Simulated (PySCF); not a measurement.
Te(F)(OSiH3), H3FOSiTe, SMILES F[Te]O[SiH3], PBE0/def2-SVP optimised geometry.

```
7

Te    -0.68    -2.15     0.00
F      1.26    -2.15     0.00
O     -0.93    -0.19     0.00
Si    -0.72     0.82    -1.33
H      0.72     0.93    -1.70
H     -1.26     2.15    -0.93
H     -1.49     0.29    -2.50
```

Density from PBE0/def2-TZVP, def2 effective core potentials past Kr (PySCF) at that geometry. The core electrons that the potentials of Te replace are not part of the density.

Minimum of the electron density along straight lines between bonded atoms, close to the bond critical point (lines longer than 1.1 times the sum of covalent radii, or with two minima, are not listed):

```csv
bond,length / Å,ρ at the minimum / e bohr⁻³,∇²ρ there / e bohr⁻⁵,position (fraction from the first atom)
Te1–F2,1.938,0.124,?,0.51
Te1–O3,1.968,0.128,?,0.51
O3–Si4,1.685,0.126,?,0.59
Si4–H5,1.492,0.122,0.14,0.49
Si4–H6,1.489,0.123,0.14,0.49
Si4–H7,1.495,0.121,0.13,0.49
```

Problem. Complete the blanks.

Solution. 
- Te1–F2, ∇²ρ there / e bohr⁻⁵: 0.43
- Te1–O3, ∇²ρ there / e bohr⁻⁵: 0.34
- O3–Si4, ∇²ρ there / e bohr⁻⁵: 0.70
